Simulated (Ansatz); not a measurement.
Ansatz (an electronic-structure program) input (CCSD(T)/def2-SVPD):

Ansatz 0.2 input:
```yaml
crystal:
  periodic: [false, false, false]
  atoms:
    - {symbol: Se, position_ang: [0.00268077, -0.00487052, 0.64152137]}
    - {symbol: Cl, position_ang: [1.06113318, 1.27322066, -0.63633732]}
    - {symbol: Cl, position_ang: [-1.06649472, -1.26347963, -0.64670542]}
basis:
  gaussian:
    orbitals: def2-SVPD
total_charge: 1
magnetization: {spin_polarized: true, initial_magnetization: 1}
correlation: {method: ccsd_t, electrons: outside_noble_gas}
output: {forces: true}
```

Output:

```
Functional definition: HF
integrals: 0.17 GiB planned
881 factors; integrals over basis functions are off by at most 4.6e-4 eV
mean field: 0.58 GiB planned
mean field evaluation 1: about -90283.5757 eV, gradient 1.7e1 eV
mean field evaluation 2: about -90283.6092 eV, gradient 1.7e1 eV
mean field evaluation 4: about -90285.4439 eV, gradient 2.0e0 eV
mean field evaluation 8: about -90285.5309 eV, gradient 1.8e-1 eV
mean field evaluation 16: about -90285.5322 eV, gradient 1.7e-6 eV
mean field evaluation 32: about -90282.3585 eV, gradient 1.2e0 eV
mean field evaluation 64: about -90282.4438 eV, gradient 2.3e-3 eV
mean field -90285.53224206 eV, -3317.9321121639 hartree, gradient 1.6e-6 eV, S^2 0.765370; 2 other end points of the search recorded, 0 dependent functions left out
determinant -90285.53224206 eV, -3317.9321121639 hartree, with singles and doubles -90297.19384147 eV, -3318.3606680378 hartree
determinant -90282.44383147 eV, -3317.8186151683 hartree, with singles and doubles -90294.13349808 eV, -3318.2482024926 hartree
determinant -90282.40534114 eV, -3317.8172006746 hartree, with singles and doubles -90294.14167499 eV, -3318.2485029885 hartree
24 core orbitals not correlated
reference -90285.53224206 eV, -3317.9321121639 hartree; 10, 9 occupied and 61, 62 virtual orbitals, 881 factors
densities: 0.61 GiB planned
second order -10.72549291 eV of doubles, -0.00000000 eV of singles
coupled cluster: 0.45 GiB planned
cycle   1  -11.65732950 eV  change   -2.5e-1 eV  update   2.2e-2
cycle   2  -11.67518955 eV  change   -1.8e-2 eV  update   5.3e-3
cycle   3  -11.67669442 eV  change   -1.5e-3 eV  update   2.3e-3
cycle   4  -11.67776185 eV  change   -1.1e-3 eV  update   7.7e-4
cycle   5  -11.67795764 eV  change   -2.0e-4 eV  update   4.6e-4
cycle   6  -11.67844181 eV  change   -4.8e-4 eV  update   2.2e-4
cycle   7  -11.67848970 eV  change   -4.8e-5 eV  update   6.9e-5
cycle   8  -11.67849930 eV  change   -9.6e-6 eV  update   2.1e-5
cycle   9  -11.67849769 eV  change    1.6e-6 eV  update   7.9e-6
cycle  10  -11.67849787 eV  change   -1.8e-7 eV  update   4.0e-6
cycle  11  -11.67849830 eV  change   -4.2e-7 eV  update   1.4e-6
perturbative correction -0.45512751 eV, -0.0167256276 hartree
the calculation of the forces begins
Total energy: -90297.66586787 eV, -3318.3780146879 hartree
Atom 0 at     0.002681    -0.004871     0.641521 Å, force     0.003523    -0.006401     0.843163 eV/Å
Atom 1 at     1.061133     1.273221    -0.636337 Å, force     0.304765     0.368662    -0.420088 eV/Å
Atom 2 at    -1.066495    -1.263480    -0.646705 Å, force    -0.308288    -0.362261    -0.423075 eV/Å
Dipole moment:     0.000711    -0.001291     0.170097 e Å
```
